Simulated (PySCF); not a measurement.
# UHF on Yb (ytterbium, neutral)

Configuration: [Xe] 4f14 5d2, high-spin 3F determinant (an excited configuration). All numbers are calculated (PySCF 2.14, the spin-free X2C one-electron Hamiltonian (Gaussian nucleus), in x2c-TZVPPall).

```json
{
 "Total energy": "-14054.386497 hartree",
 "One-electron energy": "-19313.5276 hartree",
 "Hartree (Coulomb) energy": "5551.9582 hartree",
 "Exchange energy": "-292.8172 hartree",
 "⟨S²⟩": "2.0031",
 "⟨L²⟩": "12.027",
 "Sum of ⟨r⟩": "44.67 bohr",
 "Sum of ⟨r²⟩": "84.10 bohr²",
 "Langevin diamagnetic susceptibility": "-66.6 ×10⁻⁶ cm³/mol"
}
```

| shell | electrons | mean orbital energy (eV) | spread (eV) | rms radius, mean of both spins (bohr) |
| --- | --- | --- | --- | --- |
| 1s β | 1 | -61640.4 | 0 | 0.0223 |
| 1s α | 1 | -61640.4 | 0 | 0.0223 |
| 2s α | 1 | -10573.8 | 0 | 0.0901 |
| 2s β | 1 | -10573.8 | 0 | 0.0901 |
| 2p α | 3 | -9336.6 | 0 | 0.0815 |
| 2p β | 3 | -9336.6 | 0 | 0.0815 |
| 3s β | 1 | -2438.8 | 0 | 0.231 |
| 3s α | 1 | -2438.8 | 0 | 0.231 |
| 3p β | 3 | -2057.4 | 0 | 0.232 |
| 3p α | 3 | -2057.3 | 0 | 0.232 |
| 3d β | 5 | -1580.3 | 0.007 | 0.212 |
| 3d α | 5 | -1580.3 | 0.026 | 0.212 |
| 4s β | 1 | -506.99 | 0 | 0.519 |
| 4s α | 1 | -506.92 | 0 | 0.519 |
| 4p β | 3 | -378.98 | 0 | 0.552 |
| 4p α | 3 | -378.91 | 0 | 0.552 |
| 4d β | 5 | -205.08 | 0.030 | 0.606 |
| 4d α | 5 | -205.03 | 0.090 | 0.606 |
| 5s α | 1 | -65.542 | 0 | 1.32 |
| 5s β | 1 | -65.213 | 0 | 1.32 |
| 5p α | 3 | -33.898 | 0 | 1.58 |
| 5p β | 3 | -33.127 | 0 | 1.58 |
| 4f β | 7 | -13.057 | 0.050 | 0.867 |
| 4f α | 7 | -13.011 | 0.016 | 0.867 |
| 5d α | 2 | -2.721 | 0.000 | 4.91 |

Spin-orbit coupling, absent here, splits the open shell strongly.

Densities and radii are taken from the X2C orbitals without a picture-change correction, which distorts them close to the nucleus.

Spin-orbit constants ζ (cm⁻¹) from the X2C one-electron operator on these orbitals: bare nucleus, nucleus screened by l(l+1)(2l+1)/3 electrons, and screened by the Breit-Pauli mean field of the electrons.

| shell | bare | screened nucleus | mean field |
| --- | --- | --- | --- |
| 2p | 5343000 | 5190000 | n/a |
| 3p | 1146000 | 1113000 | n/a |
| 3d | 179500 | 153800 | n/a |
| 4p | 254700 | 247400 | n/a |
| 4d | 33690 | 28870 | n/a |
| 4f | 5027 | 3016 | n/a |
| 5p | 28130 | 27320 | n/a |
| 5d | 402.8 | 345.2 | n/a |

To first order the Landé constant is A = 172.6 cm⁻¹, so the lowest level has J = 2 and lies 0.0856 eV below the centre of the term. This holds in LS coupling only.
